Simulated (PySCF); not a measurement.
PySCF input:

```python
from pyscf import gto, scf, dft

mol = gto.M(
    atom='''
    Si    0.84824678   -0.59641019    0.04507869
    Cl   -0.79182118    0.65985134   -0.04806900
    H     0.77772322   -1.36293283    1.31430731
    H     0.80778190   -1.50479739   -1.12823590
    ''',
    basis='def2-tzvpd',
    charge=0,
    spin=1,
    verbose=4,
)

mf = dft.UKS(mol, xc='mn15').density_fit(auxbasis='def2-universal-jkfit')
mf.grids.level = 4
mf.conv_tol = 1e-9
mf.max_cycle = 100
mf.max_memory = 1500
mf.kernel()
if not mf.converged:
    mf = mf.newton()
    mf.kernel(mf.make_rdm1())
for _ in range(2):
    mo, _, stable, _ = mf.stability(return_status=True)
    if stable:
        break
    mf.kernel(mf.make_rdm1(mo, mf.mo_occ))
mf.analyze()
```

Task: Predict the final energy.

Result: -750.69695 Eh (MN15/def2-TZVPD).

It need not be the lowest isomer of its formula.
